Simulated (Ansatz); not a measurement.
A CCSD(T) single point on CH$_{7}$NOSi, SMILES `NC[SiH2]O`.

```yaml
crystal:
  periodic: [false, false, false]
  atoms:
    - {symbol: N, position_ang: [-1.027561, 0.085417, -1.007451]}
    - {symbol: C, position_ang: [0.295239, 0.573771, -0.600142]}
    - {symbol: Si, position_ang: [0.634668, -0.169124, 1.096008]}
    - {symbol: O, position_ang: [0.255932, -1.767556, 0.988200]}
    - {symbol: H, position_ang: [-1.207945, 0.273396, -1.985512]}
    - {symbol: H, position_ang: [-1.757438, 0.548626, -0.479848]}
    - {symbol: H, position_ang: [0.414301, 1.666084, -0.628440]}
    - {symbol: H, position_ang: [1.039699, 0.157018, -1.286333]}
    - {symbol: H, position_ang: [-0.218522, 0.522316, 2.107642]}
    - {symbol: H, position_ang: [2.056493, -0.039950, 1.503590]}
    - {symbol: H, position_ang: [-0.419367, -1.906897, 0.313086]}
basis:
  gaussian: {orbitals: def2-TZVPP}
correlation: {method: ccsd_t}
output: {orbitals: {seedname: orbitals}}
```

```sh
$ ansatz run in.yaml --threads 2 --pin off --events-out ev --progress --plain --max-ram 4352MiB
```

Log, shortened:

```
Functional definition: HF
1359 factors; integrals over basis functions are off by at most 1.1e-3 eV
mean field evaluation 1: about -12521.3304 eV, gradient 4.5e1 eV
mean field evaluation 2: about -12521.5501 eV, gradient 4.5e1 eV
mean field evaluation 4: about -12525.7493 eV, gradient 3.9e0 eV
mean field evaluation 8: about -12525.8065 eV, gradient 2.6e-1 eV
mean field -12525.80675111 eV, -460.3149078065 hartree, gradient 2.4e-6 eV, S^2 0.000000; 0 other end points of the search recorded, 0 dependent functions left out
8 core orbitals not correlated: weight in the atoms' cores, before any rotation towards them, 1.000 or more for the frozen orbitals, at most 0.000 for the correlated occupied ones
reference -12525.80675111 eV, -460.3149078065 hartree; 13, 13 occupied and 212, 212 virtual orbitals, 1359 factors
second order -20.70172496 eV of doubles, -0.00000000 eV of singles
cycle   1  -21.14329977 eV  change   -4.4e-1 eV  update   8.9e-2
cycle   2  -21.63365726 eV  change   -4.9e-1 eV  update   2.6e-2
cycle   3  -21.72821554 eV  change   -9.5e-2 eV  update   1.2e-2
cycle   4  -21.72003155 eV  change    8.2e-3 eV  update   2.6e-3
cycle   5  -21.72006718 eV  change   -3.6e-5 eV  update   1.1e-3
cycle   6  -21.72037564 eV  change   -3.1e-4 eV  update   3.1e-4
cycle   7  -21.72021094 eV  change    1.6e-4 eV  update   1.2e-4
cycle   8  -21.72017616 eV  change    3.5e-5 eV  update   3.9e-5
cycle   9  -21.72018330 eV  change   -7.1e-6 eV  update   1.5e-5
perturbative correction -0.78329432 eV, -0.0287855353 hartree
Total energy: -12548.31022873 eV, -461.1418953557 hartree
```

It took 6.1 min on 2 threads of an Arm Neoverse V2 on a shared host, with 1.8 GiB of host memory at the peak.

Correlation energy per correlated electron: -0.866 eV. T1 diagnostic: 0.0103.
